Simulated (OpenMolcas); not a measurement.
**Br4+: the spin-orbit constant, worked from levels**

- Program: OpenMolcas
- Basis: ANO-RCC-VTZP [6s5p3d1f]
- Scalar Hamiltonian: DKH2, point nucleus
- Active space: 3 electrons in 9 orbitals (RAS2 4s 4p; RAS3 4d, at most 2 electrons)
- State averaging: 2S+1 = 4 odd, 1 root; 2S+1 = 2 odd, 11 roots; 2S+1 = 4 even, 3 roots; 2S+1 = 2 even, 9 roots
- Spin-orbit coupling: RASSI with atomic mean-field integrals over the reference wave functions, term energies averaged over their components

Methods: RASSCF; MS-RASPT2, IPEA 0.25 Eh, imaginary shift 0.1 Eh (closed shells correlated: 3d). Measured levels: Moore, Atomic Energy Levels, vol. II, NSRDS-NBS 35 (1971 reprint of NBS Circular 467, 1952).

**The spin-orbit constant.** For the Hund term 2P* of p1, E(J) = (A/2) J(J+1) + constant and ζ = 2S·A = A. From J = 1/2 to J = 3/2 the energy changes by 1.5 A.

| Source | E(3/2) - E(1/2) | A | ζ |
| --- | --- | --- | --- |
| RASSCF | 5520.9 | 3680.6 | 3681 |
| MS-RASPT2 | 5531.6 | 3687.7 | 3688 |
| measured | 6090.0 | 4060.0 | 4060 |

All in cm-1. MS-RASPT2 is off by -9.2 % and RASSCF by -9.3 %. Both methods take the spin-orbit matrix elements from the reference wave functions, so the second can move ζ only through the term energies and any multistate remixing.

Active for correlation alone: 4d; no level in the range computed is led by a configuration that fills it, so any true level of that kind is missing. Computed and measured levels are paired by configuration, term and J; levels that our copy of the source lacks, or whose pairing is in doubt (as where it misses far off the trend of its configuration), stay unpaired and out of the deviations. Only configurations of the active space appear.

* marks odd parity.
